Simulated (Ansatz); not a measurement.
Reaction (hydrogenolysis of a C–C bond): `CCCBr` + H₂ → `CBr` + ethane

Program: Ansatz. Geometries: PBE0-D4/def2-TZVP. ΔE: electronic, gas phase. CCSD(T)/CBS adds triple-zeta CCSD(T) − MP2 to the extrapolated MP2 energy (def2 sets, frozen cores). This one scheme is used for every species. Functionals use def2-TZVPP. HSE06 is defined as in plane-wave codes. For Br outer-core shells are correlated without core-valence functions, which leaves a few kJ/mol of doubt a bond. Scalar relativity is left out up to krypton. Each species was taken in one conformer, which may not be the lowest.

```
             level  ΔE (kJ/mol)  difference from CCSD(T)/CBS
       LDA (SPW92)        -44.2                          4.9
         r2SCAN-D4        -51.7                         -2.6
            B97M-V        -58.2                         -9.1
        r2SCANh-D4        -52.7                         -3.6
          BHLYP-D4        -59.2                        -10.1
            B2PLYP        -59.0                         -9.9
             HSE06        -59.3                        -10.2
             BHLYP        -67.3                        -18.2
           LC-ωPBE        -60.3                        -11.2
RPA@PBE/def2-TZVPP        -50.4                         -1.3
     CCSD/def2-SVP        -56.9                         -7.8
   CCSD/def2-TZVPP        -55.9                         -6.8
    MP2/def2-QZVPP        -44.3                          4.8
SCS-MP2/def2-QZVPP        -50.3                         -1.2
      HF/CBS(def2)        -75.2                        -26.1
    CCSD/CBS(def2)        -53.9                         -4.8
       CCSD(T)/CBS        -49.1                            0
```

Largest T1 diagnostic among the species: 0.008.

Leaving LDA and LC-ωPBE aside and taking each functional with its dispersion term where it has one, the values, not all of them listed here, spread over 13.0 kJ/mol, from BHLYP-D4 to revPBE-D4. LDA lies +13.1 kJ/mol from PBE without D4. The D4 term adds +10.4 kJ/mol with B3LYP and +5.7 kJ/mol with PBE0; it sums over pairs of atoms, weighted by their polarisabilities, and B3LYP, whose exchange is more repulsive, gets the larger term. In def2-TZVPP, CCSD(T) changes the Hartree–Fock value by +24.0 kJ/mol (the triples alone add +4.9 kJ/mol) and MP2 by +29.7 kJ/mol.

CCSD(T)/CBS has its own doubt, a few kJ/mol and more with outer-core shells, so smaller differences from it don't rank the levels.

B3LYP here is the variant with VWN-RPA as its local correlation; programs differ in this.
